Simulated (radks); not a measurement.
Task: Valence configurations of B II (all share [He]). Method: scalar-relativistic Kohn-Sham, PBE, spin-polarised, spherical densities, point nucleus; open shells are filled with parallel spins first; computed with a radial shooting solver on a logarithmic mesh with Libxc functionals. Order these by energy: 2s2; 2s0.5 2p1.5; 2s1.5 2p0.5.

Result: From the lowest, in eV above it: 2s2 0.000; 2s1.5 2p0.5 2.617; 2s0.5 2p1.5 7.325. NIST lists [He] 2s2 as the ground configuration; this level of theory agrees among the configurations tried. The energies are those of spherical high-spin densities, not of single terms. No valid solution was reached for [He] 2s1 2p1; [He] 2p2.
